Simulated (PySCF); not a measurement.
## C5H14NSi: g tensor and hyperfine couplings

Species: C5H14NSi (doublet state).
Geometry (GFN2-xTB, Å), atoms numbered from 1 in this order:
```xyz
21
C5H14NSi angstrom
C     -0.238   -1.419    0.345
C     -0.681   -0.029   -0.110
C     -1.217    0.759    1.088
C     -1.784   -0.166   -1.162
C      0.509    0.723   -0.755
N      1.572    1.100    0.131
Si     2.893    0.081    0.572
H      0.070   -2.017   -0.509
H      0.606   -1.345    1.030
H     -1.053   -1.933    0.850
H     -2.114    0.283    1.479
H     -0.480    0.798    1.887
H     -1.472    1.777    0.796
H     -2.152    0.812   -1.466
H     -2.620   -0.736   -0.763
H     -1.410   -0.680   -2.044
H      0.121    1.629   -1.238
H      0.938    0.088   -1.535
H      1.286    1.810    0.787
H      3.387   -0.524   -0.660
H      3.831    0.947    1.276
```

The hyperfine couplings belong to this conformer and change with its torsions.

As a line formula: `[SiH2]NCC(C)(C)C` [radical].

Computed, not measured: UKS B3LYP, pcH-1 on C H N Si, non-relativistic, mean-field spin-orbit, GIAO in PySCF 2.14.0. Geometry: GFN2-xTB, one conformer, isolated molecule. Couplings are sensitive to structure, and on GFN2-xTB geometries they can be far from those on DFT ones, by a factor of two or more for some ions and for spin on atoms past the first row. Stability of the SCF solution: not tested.

* g1, g2, g3: 2.00211, 2.00268, 2.00353
* g_iso: 2.00277
* Form of g: rhombic: the two nearest values differ by 40 % of g3 − g1
* ⟨S²⟩: 0.7521 (exact 0.7500)
* α and β electrons: 33, 32

Hyperfine couplings atom by atom, in G; T1 to T3 are the principal values of the dipolar part; ρ(0) is the spin density at the nucleus (MHz turned into gauss with g_iso; 10 G = 1 mT):

```json
{"atom": "C1", "isotope": "13C", "a_iso": "4.7", "of which spin–orbit": "0.0", "T1": "-0.6", "T2": "-0.6", "T3": "1.2", "Mulliken spin population": "0.01", "ρ(0) (bohr⁻³)": "0.0116"}
{"atom": "C2", "isotope": "13C", "a_iso": "3.6", "of which spin–orbit": "0.0", "T1": "-0.5", "T2": "-0.4", "T3": "0.9", "Mulliken spin population": "0.01", "ρ(0) (bohr⁻³)": "0.0090"}
{"atom": "C3", "isotope": "13C", "a_iso": "-0.1", "of which spin–orbit": "0.0", "T1": "-0.1", "T2": "-0.1", "T3": "0.2", "Mulliken spin population": "0.00", "ρ(0) (bohr⁻³)": "-0.0003"}
{"atom": "C4", "isotope": "13C", "a_iso": "0.6", "of which spin–orbit": "0.0", "T1": "-0.2", "T2": "-0.1", "T3": "0.3", "Mulliken spin population": "0.00", "ρ(0) (bohr⁻³)": "0.0016"}
{"atom": "C5", "isotope": "13C", "a_iso": "-2.5", "of which spin–orbit": "0.0", "T1": "-0.4", "T2": "-0.1", "T3": "0.4", "Mulliken spin population": "-0.01", "ρ(0) (bohr⁻³)": "-0.0062"}
{"atom": "N6", "isotope": "14N", "a_iso": "3.0", "of which spin–orbit": "0.0", "T1": "-3.8", "T2": "-3.7", "T3": "7.5", "Mulliken spin population": "0.16", "ρ(0) (bohr⁻³)": "0.0255"}
{"atom": "Si7", "isotope": "29Si", "a_iso": "-168.3", "of which spin–orbit": "0.3", "T1": "-48.8", "T2": "24.3", "T3": "24.5", "Mulliken spin population": "0.75", "ρ(0) (bohr⁻³)": "0.5318"}
{"atom": "H8", "isotope": "1H", "a_iso": "-0.2", "of which spin–orbit": "0.0", "T1": "-0.7", "T2": "-0.5", "T3": "1.1", "Mulliken spin population": "0.00", "ρ(0) (bohr⁻³)": "-0.0001"}
{"atom": "H9", "isotope": "1H", "a_iso": "0.5", "of which spin–orbit": "0.0", "T1": "-2.3", "T2": "-1.6", "T3": "3.8", "Mulliken spin population": "0.00", "ρ(0) (bohr⁻³)": "0.0003"}
{"atom": "H10", "isotope": "1H", "a_iso": "1.9", "of which spin–orbit": "0.0", "T1": "-0.5", "T2": "-0.3", "T3": "0.8", "Mulliken spin population": "0.00", "ρ(0) (bohr⁻³)": "0.0012"}
{"atom": "H11", "isotope": "1H", "a_iso": "0.0", "of which spin–orbit": "0.0", "T1": "-0.2", "T2": "-0.2", "T3": "0.5", "Mulliken spin population": "0.00", "ρ(0) (bohr⁻³)": "0.0000"}
{"atom": "H12", "isotope": "1H", "a_iso": "0.0", "of which spin–orbit": "0.0", "T1": "-0.6", "T2": "-0.5", "T3": "1.1", "Mulliken spin population": "0.00", "ρ(0) (bohr⁻³)": "0.0000"}
{"atom": "H13", "isotope": "1H", "a_iso": "0.0", "of which spin–orbit": "0.0", "T1": "-0.3", "T2": "-0.3", "T3": "0.6", "Mulliken spin population": "0.00", "ρ(0) (bohr⁻³)": "0.0000"}
{"atom": "H14", "isotope": "1H", "a_iso": "0.1", "of which spin–orbit": "0.0", "T1": "-0.3", "T2": "-0.1", "T3": "0.4", "Mulliken spin population": "0.00", "ρ(0) (bohr⁻³)": "0.0001"}
{"atom": "H15", "isotope": "1H", "a_iso": "-0.1", "of which spin–orbit": "0.0", "T1": "-0.2", "T2": "-0.2", "T3": "0.4", "Mulliken spin population": "0.00", "ρ(0) (bohr⁻³)": "0.0000"}
{"atom": "H16", "isotope": "1H", "a_iso": "0.0", "of which spin–orbit": "0.0", "T1": "-0.2", "T2": "-0.2", "T3": "0.4", "Mulliken spin population": "0.00", "ρ(0) (bohr⁻³)": "0.0000"}
{"atom": "H17", "isotope": "1H", "a_iso": "5.7", "of which spin–orbit": "0.0", "T1": "-0.7", "T2": "-0.6", "T3": "1.4", "Mulliken spin population": "0.01", "ρ(0) (bohr⁻³)": "0.0036"}
{"atom": "H18", "isotope": "1H", "a_iso": "0.4", "of which spin–orbit": "0.0", "T1": "-0.8", "T2": "-0.6", "T3": "1.4", "Mulliken spin population": "0.00", "ρ(0) (bohr⁻³)": "0.0003"}
{"atom": "H19", "isotope": "1H", "a_iso": "-5.1", "of which spin–orbit": "0.0", "T1": "-4.4", "T2": "-1.2", "T3": "5.6", "Mulliken spin population": "-0.01", "ρ(0) (bohr⁻³)": "-0.0032"}
{"atom": "H20", "isotope": "1H", "a_iso": "33.2", "of which spin–orbit": "0.0", "T1": "-2.7", "T2": "0.0", "T3": "2.7", "Mulliken spin population": "0.04", "ρ(0) (bohr⁻³)": "0.0208"}
{"atom": "H21", "isotope": "1H", "a_iso": "32.1", "of which spin–orbit": "0.0", "T1": "-2.7", "T2": "0.0", "T3": "2.7", "Mulliken spin population": "0.04", "ρ(0) (bohr⁻³)": "0.0201"}
```

Largest spin populations (Mulliken): Si7 (+0.75) and N6 (+0.16). The angles at Si7 add up to 328.0°, so it is pyramidal.

Axes: g3 points within 13° of the N6–Si7 bond.

Under fast tumbling the dipolar parts average out, and these isotropic splittings remain: 2 × 1H (H20/H21, I = 1/2, 3 lines) with 3.27 mT, 1 × 1H (H19, I = 1/2, 2 lines) with 0.51 mT, 2 × 1H (H17/H18, I = 1/2, 3 lines) with 0.31 mT and 1 × 14N (N6, I = 1, 3 lines) with 0.30 mT.

Nuclei that the bonding pattern makes equivalent are averaged, as if the motion that swaps them (rotation, inversion, ring flip) were fast. The 1H value of +8.6 MHz is a mean of couplings from 1.2 to 16.0 MHz in this one geometry, not an average over conformers.

The 13C coupling of C2 (10.1 MHz) shows only in satellite lines or after enrichment, since that isotope makes up about 1.07 % of natural carbon.

The 29Si coupling of Si7 (-471.8 MHz) shows only in satellite lines or after enrichment, since that isotope makes up about 4.7 % of natural silicon.

Examples of negative spin density at the nucleus (bohr⁻³): C5 (-0.0062) and H19 (-0.0032).

Hardware: Intel Xeon at 2.50 GHz, one thread, shared host. Cost: 4.6 min of wall time (grids of density and orbitals included), 1.1 GiB resident at most.
